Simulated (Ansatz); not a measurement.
One change: `N[SiH2][Al]([NH2])[F]` becomes `[NH2][Al]([NH2])[F]`.

Ansatz, PBE0-D4/def2-TZVP geometries, multiplicity 1. Each molecule was computed in one conformer, which needn't be the lowest.

```csv
property,`N[SiH2][Al]([NH2])[F]`
HOMO–LUMO gap (ωB97M-V/def2-TZVPP) / eV,10.28
HOMO energy (PBE0/def2-TZVPP) / eV,-7.26
HOMO–LUMO gap (B3LYP/def2-TZVPP) / eV,6.06
HOMO energy (PBE/def2-TZVPP) / eV,-5.94
HOMO–LUMO gap (PBE0/def2-TZVPP) / eV,6.45
LUMO energy (PBE0/def2-TZVPP) / eV,-0.82
```

(1) Give the same properties after the change, and the shifts. (Estimate.)

Results:

(1) The calculation gave: 
| property | `[NH2][Al]([NH2])[F]` | shift |
| --- | --- | --- |
| HOMO–LUMO gap (ωB97M-V/def2-TZVPP) / eV | 10.98 | 0.70 |
| HOMO energy (PBE0/def2-TZVPP) / eV | -7.20 | 0.06 |
| HOMO–LUMO gap (B3LYP/def2-TZVPP) / eV | 6.53 | 0.47 |
| HOMO energy (PBE/def2-TZVPP) / eV | -5.75 | 0.19 |
| HOMO–LUMO gap (PBE0/def2-TZVPP) / eV | 7.11 | 0.66 |
| LUMO energy (PBE0/def2-TZVPP) / eV | -0.09 | 0.73 |

With PBE0 the HOMO rises by 0.06 eV and the LUMO rises by 0.73 eV, so the gap widens by about 0.67 eV. PBE moves the HOMO by 0.19 eV and ωB97M-V by -0.14 eV.

B3LYP here is the variant with VWN-RPA as its local correlation; programs differ in this.
